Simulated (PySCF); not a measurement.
What settings do to a single point of [Pb(BH4)3]−

The sound run of [Pb(BH4)3]− (singlet) uses PySCF 2.14.0, RKS TPSS, Pb def2-SVP with ECP60, B def2-SVP, H def2-SVP; non-relativistic Hamiltonian with scalar-relativistic core potentials where named; density fitting; no spin-orbit coupling, grid (50, 194), threshold 1e-8 Eh and 55 cycles, at the relaxed geometry:

```xyz
16

Pb    0.0000    0.0000   -0.6553
B     2.5581    0.0294    0.1066
H     3.5268    0.0587    0.8589
H     1.5780   -0.2253    0.8885
H     2.6273   -0.8696   -0.7400
H     2.3659    1.1316   -0.4316
B    -1.3045    2.2007    0.1066
H    -1.8142    3.0249    0.8589
H    -0.5939    1.4793    0.8885
H    -0.5605    2.7101   -0.7400
H    -2.1630    1.4831   -0.4316
B    -1.2536   -2.2300    0.1066
H    -1.7126   -3.0836    0.8589
H    -0.9841   -1.2539    0.8885
H    -2.0668   -1.8405   -0.7400
H    -0.2029   -2.6147   -0.4316
```

There Pb1 has a Mulliken charge of 0.52 e and the dipole about the centre of mass is 4.32 D. Each run below changes one thing and starts from free metal ions and neutral atoms unless it says otherwise; with 55 cycles, smearing, a level shift and second-order steps follow where DIIS fails, and their cycles count. Energy shifts count from the sound run.

```tsv
change	outcome	cycles	energy shift (eV)	largest force component (eV/Å)	charge on Pb1 (e)	dipole about the centre of mass (D)
all coordinates × 1.12	converged	10	2.68	1.86	0.74	5.57
H11 put 0.8 Å from Pb1, limit 89 cycles	converged	12	38.67	132.15	0.96	4.05
grid (99, 590)	converged	9	0.0202	0.02	0.52	4.32
```

**Question.** How does the run with this change end: start from the bare core Hamiltonian, limit 99 cycles?

**Answer.** outcome converged, cycles 15, energy shift (eV) 0.0000, largest force component (eV/Å) 0.01, charge on Pb1 (e) 0.52, dipole about the centre of mass (D) 4.32.

Unsound on purpose, so not properties of the compound: H11 put 0.8 Å from Pb1, limit 89 cycles.

Forces carry noise of the integration grid, about 0.01 to 0.03 eV/Å.

No frequency check is given that shows the relaxed geometry to be a minimum.
